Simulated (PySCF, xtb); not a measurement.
Si(F)2(Me)(NCO) (C2H3F2NOSi), SMILES [Si](N=C=O)(F)(F)C.

GFN2-xTB in xtb at its own geometry gives an orbital gap of 6.11 eV and a dipole moment of 3.05 D.

Geometry optimised at B3LYP-D3(BJ)/def2-SVP. Other conformers were not sampled.

Problem. What does M06-2X/def2-TZVP in PySCF give? (An estimate is asked for; the answer gives what the named calculation found.)

Solution. gap 11.84 eV (levels -10.71 and 1.13 eV), dipole 2.65 D.
